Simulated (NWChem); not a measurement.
System: CH6BP; SMILES B(C)P

Here is an NWChem input.

```
start job
memory heap 200 mb stack 900 mb global 1100 mb
geometry units angstroms noautoz
  B     -0.602695    -0.553848     0.015808
  H     -1.818153    -0.651391    -0.034739
  C      0.286747    -1.842218    -0.044058
  H      0.057855    -2.446554     0.864341
  H      1.381808    -1.681007    -0.080841
  H     -0.015022    -2.493048    -0.893900
  P      0.084873     1.199292    -0.059191
  H      1.261767     1.135206     0.755859
  H     -0.771401     1.925988     0.827451
end
basis spherical
  * library def2-tzvp
end
dft
  xc b3lyp
  iterations 150
  vectors input atomic output neutral.movecs
end
task dft energy
charge 1
dft
  odft
  mult 2
  vectors input atomic output cation.movecs
end
task dft energy
```

Parts of the log:

```
             Northwest Computational Chemistry Package (NWChem) 7.3.0
             --------------------------------------------------------

 C1  symmetry detected

                             Geometry "geometry" -> ""
                             -------------------------

 Output coordinates in angstroms (scale by  1.889725989 to convert to a.u.)

  No.       Tag          Charge          X              Y              Z
 ---- ---------------- ---------- -------------- -------------- --------------
    1 B                    5.0000    -0.60964160    -0.54742446     0.00749209
    2 H                    1.0000    -1.82544805    -0.63578829    -0.05093980
    3 C                    6.0000     0.26959227    -1.84368872    -0.02765075
    4 H                    1.0000     0.02893197    -2.43337636     0.88731013
    5 H                    1.0000     1.36618774    -1.69190907    -0.05834099
    6 H                    1.0000    -0.03114306    -2.50387274    -0.87061632
    7 P                   15.0000     0.09287231     1.19885136    -0.08668568
    8 H                    1.0000     1.26305630     1.13661718     0.73811086
    9 H                    1.0000    -0.76401518     1.94481356     0.78320540

 Effective nuclear repulsion energy (a.u.)      89.8223509792

                                 NWChem DFT Module
                                 -----------------

 Summary of "ao basis" -> "ao basis" (spherical)
 ------------------------------------------------------------------------------
       Tag                 Description            Shells   Functions and Types
 ---------------- ------------------------------  ------  ---------------------
 B                         def2-tzvp                11       31   5s3p2d1f
 H                         def2-tzvp                 4        6   3s1p
 C                         def2-tzvp                11       31   5s3p2d1f
 P                         def2-tzvp                13       37   5s5p2d1f

            General Information
            -------------------
          SCF calculation type: DFT
          Wavefunction type:  closed shell.
          No. of atoms     :     9
          No. of electrons :    32
           Alpha electrons :    16
            Beta electrons :    16
          Charge           :     0
          Spin multiplicity:     1
          Use of symmetry is: off; symmetry adaption is: off
          Maximum number of iterations: 150
          AO basis - number of functions:   135
                     number of shells:    59
          Convergence on energy requested:  1.00D-06
          Convergence on density requested:  1.00D-05
          Convergence on gradient requested:  5.00D-04

              XC Information
              --------------
                         B3LYP Method XC Potential
                     Hartree-Fock (Exact) Exchange  0.200
                        Slater Exchange Functional  0.800 local
                    Becke 1988 Exchange Functional  0.720 non-local
              Lee-Yang-Parr Correlation Functional  0.810
                  VWN I RPA Correlation Functional  0.190 local

             Grid Information
             ----------------
          Grid used for XC integration:  medium
          Radial quadrature: Mura-Knowles
          Angular quadrature: Lebedev.
          Tag              B.-S. Rad. Rad. Pts. Rad. Cut. Ang. Pts.
          ---              ---------- --------- --------- ---------
          B                   0.85       49          10.0       434
          H                   0.35       45          12.0       434
          C                   0.70       49          11.0       434
          P                   1.00       88          11.0       590
          Grid pruning is: on
          Number of quadrature shells:   456
          Spatial weights used:  Erf1

      Superposition of Atomic Density Guess
      -------------------------------------

 Sum of atomic energies:        -405.85601056

      Non-variational initial energy
      ------------------------------

 Total energy =    -407.271136
 1-e energy   =    -735.019539
 2-e energy   =     237.926052
 HOMO         =      -0.283755
 LUMO         =      -0.023430

   convergence    iter        energy       DeltaE   RMS-Dens  Diis-err
 ---------------- ----- ----------------- --------- --------- ---------
 d= 0,ls=0.0,diis     1   -407.9317132514 -4.98D+02  3.31D-03  5.68D-01
 d= 0,ls=0.0,diis     2   -407.9665785569 -3.49D-02  1.24D-03  3.32D-02
 d= 0,ls=0.0,diis     3   -407.9674841461 -9.06D-04  5.56D-04  2.87D-02
 d= 0,ls=0.0,diis     4   -407.9711424200 -3.66D-03  9.10D-05  2.74D-04
 d= 0,ls=0.0,diis     5   -407.9711804283 -3.80D-05  2.56D-05  1.99D-05
  Resetting Diis
 d= 0,ls=0.0,diis     6   -407.9711833061 -2.88D-06  8.77D-06  1.72D-06
 d= 0,ls=0.0,diis     7   -407.9711835732 -2.67D-07  5.70D-06  2.87D-07

         Total DFT energy =     -407.971183573235
      One electron energy =     -738.335198860651
           Coulomb energy =      275.506133326331
    Exchange-Corr. energy =      -34.964469018078
 Nuclear repulsion energy =       89.822350979163

 Numeric. integr. density =       31.999999345417

                       DFT Final Molecular Orbital Analysis
                       ------------------------------------

 Vector   14  Occ=2.000000D+00  E=-3.380588D-01
              MO Center= -2.6D-01, -6.2D-01,  7.4D-02, r^2= 3.3D+00
   Bfn.  Coefficient  Atom+Function         Bfn.  Coefficient  Atom+Function
  ----- ------------  ---------------      ----- ------------  ---------------
    44      0.246066  3 C  py                 7     -0.215516  1 B  py
     6      0.175410  1 B  px                47      0.172366  3 C  py
   102      0.144529  7 P  py               131      0.144101  9 H  s
    10     -0.138532  1 B  py                43     -0.130992  3 C  px
     9      0.121795  1 B  px                33     -0.107215  2 H  s

 Vector   15  Occ=2.000000D+00  E=-3.266733D-01
              MO Center= -3.5D-01, -9.5D-02,  1.7D-02, r^2= 3.3D+00
   Bfn.  Coefficient  Atom+Function         Bfn.  Coefficient  Atom+Function
  ----- ------------  ---------------      ----- ------------  ---------------
     6      0.205170  1 B  px                33     -0.187077  2 H  s
    91      0.170398  7 P  s                 90      0.169152  7 P  s
   103     -0.168604  7 P  pz               102     -0.167207  7 P  py
   125     -0.140208  8 H  s                 34     -0.136515  2 H  s
     9      0.131366  1 B  px                32     -0.130258  2 H  s

 Vector   16  Occ=2.000000D+00  E=-2.593030D-01
              MO Center=  1.9D-02,  9.4D-01, -2.2D-01, r^2= 2.5D+00
   Bfn.  Coefficient  Atom+Function         Bfn.  Coefficient  Atom+Function
  ----- ------------  ---------------      ----- ------------  ---------------
   103      0.320735  7 P  pz               102     -0.250239  7 P  py
   106      0.251120  7 P  pz                90     -0.197224  7 P  s
   105     -0.195415  7 P  py                91     -0.169836  7 P  s
   100      0.149450  7 P  pz                 7      0.139974  1 B  py
    94     -0.128934  7 P  pz                89      0.119372  7 P  s

 Vector   17  Occ=0.000000D+00  E=-5.540985D-02
              MO Center= -4.4D-01, -1.9D-01,  2.0D-02, r^2= 3.4D+00
   Bfn.  Coefficient  Atom+Function         Bfn.  Coefficient  Atom+Function
  ----- ------------  ---------------      ----- ------------  ---------------
    14      0.470915  1 B  pz                11      0.355612  1 B  pz
     8      0.352594  1 B  pz                91      0.292065  7 P  s
    71     -0.268087  4 H  s                126     -0.255434  8 H  s
   132     -0.228848  9 H  s                 83      0.201317  6 H  s
   105      0.192522  7 P  py                 5      0.142222  1 B  s

 Vector   18  Occ=0.000000D+00  E= 1.476706D-02
              MO Center= -2.8D-02, -4.7D-02,  1.6D-01, r^2= 7.3D+00
   Bfn.  Coefficient  Atom+Function         Bfn.  Coefficient  Atom+Function
  ----- ------------  ---------------      ----- ------------  ---------------
    42      2.861322  3 C  s                  5     -1.617733  1 B  s
   132     -1.022476  9 H  s                 91      0.952653  7 P  s
    71     -0.781350  4 H  s                104     -0.596698  7 P  px
    83     -0.592419  6 H  s                 77     -0.581435  5 H  s
   106      0.403808  7 P  pz                13      0.355262  1 B  py

 Vector   19  Occ=0.000000D+00  E= 2.795452D-02
              MO Center=  2.9D-01,  9.1D-01,  1.8D-01, r^2= 5.1D+00
   Bfn.  Coefficient  Atom+Function         Bfn.  Coefficient  Atom+Function
  ----- ------------  ---------------      ----- ------------  ---------------
    91      1.576191  7 P  s                126     -1.300371  8 H  s
     5     -1.127910  1 B  s                 42      1.057535  3 C  s
   104      0.738686  7 P  px                83     -0.511355  6 H  s
   106      0.472132  7 P  pz               105     -0.432485  7 P  py
    77     -0.331511  5 H  s                 13     -0.321384  1 B  py

     Multipole analysis of the density
     ---------------------------------

     L   x y z        total         alpha         beta         nuclear
     -   - - -        -----         -----         ----         -------
     0   0 0 0     -0.000000    -16.000000    -16.000000     32.000000

     1   1 0 0      0.100502      0.050251      0.050251      0.000000
     1   0 1 0     -0.226137     -0.113068     -0.113068     -0.000000
     1   0 0 1      0.252733      0.126366      0.126366     -0.000000

     2   2 0 0    -21.551943    -28.280151    -28.280151     35.008359
     2   1 1 0     -0.335518      1.326815      1.326815     -2.989149
     2   1 0 1      0.165282     -0.295247     -0.295247      0.755776
     2   0 2 0    -21.279774   -124.885101   -124.885101    228.490427
     2   0 1 1      1.010355     -1.709786     -1.709786      4.429927
     2   0 0 2    -21.519204    -15.807468    -15.807468     10.095731

[...]
```

Level: B3LYP/def2-TZVP, vertical spin-unrestricted ions. Geometry: optimised at PBE-D3(BJ)/def2-SVP. B3LYP is NWChem's, with the RPA form of VWN correlation.
